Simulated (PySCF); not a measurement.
Species: C₆H₈OSi.
SMILES with atom numbers: `[CH:1]#[C:2][C@@H:3]1[C:4](=[O:5])[SiH2:6][C@@H:7]1[CH3:8]` (hydrogens: H9 on C1; H10 on C3; H11, H12 on Si6; H13 on C7; H14, H15, H16 on C8)

Method: TDDFT B3LYP/def2-SVPD, vertical, gas phase, core orbitals frozen in the response (PySCF). Geometry: GFN2-xTB, one conformer, isolated molecule.

Computed singlets with f of 0.002 or more:

```json
{"state": "S3", "E (eV)": "5.09", "f": "0.050"}
{"state": "S4", "E (eV)": "5.24", "f": "0.017"}
{"state": "S5", "E (eV)": "5.72", "f": "0.014"}
{"state": "S7", "E (eV)": "6.20", "f": "0.024"}
{"state": "S8", "E (eV)": "6.25", "f": "0.0086"}
```

Problem. Give A, τ, |μ| and ∫σ dE for each state.

Solution. For one non-degenerate pair of states in vacuum, A = 0.6670 f ν̃² s⁻¹ with ν̃ in cm⁻¹, τ = 1/A, |μ|² = 3f / (2ΔE) in atomic units, and the integrated cross-section is ∫σ dE = 109.76 f Mb·eV.

```
state  A (s⁻¹)      τ  |μ| (D)  ∫σ dE (Mb·eV)
   S3  5.7×10⁷  18 ns     1.62            5.5
   S4  2.0×10⁷  51 ns     0.91            1.8
   S5  2.0×10⁷  51 ns     0.80            1.5
   S7  4.0×10⁷  25 ns     1.02            2.7
   S8  1.5×10⁷  69 ns     0.60           0.94
```

These lifetimes count emission to the ground state at the vertical energy alone; relaxation of the geometry and all other decay channels are left out.

Problem. How much energy does a mole of photons resonant with S3 carry?

Solution. 5.092 eV × 96.485 = 491 kJ/mol (117 kcal/mol).

Problem. Suppose S3 emitted 0.3 eV lower with the same transition dipole. How would A change?

Solution. At fixed |μ|, A goes as the cube of the energy: (4.79/5.09)³ = 0.83, which makes τ about 21 ns.

Problem. By what factor does the largest A in the list exceed the smallest?

Solution. S3 has 3.9 times the rate of S8.
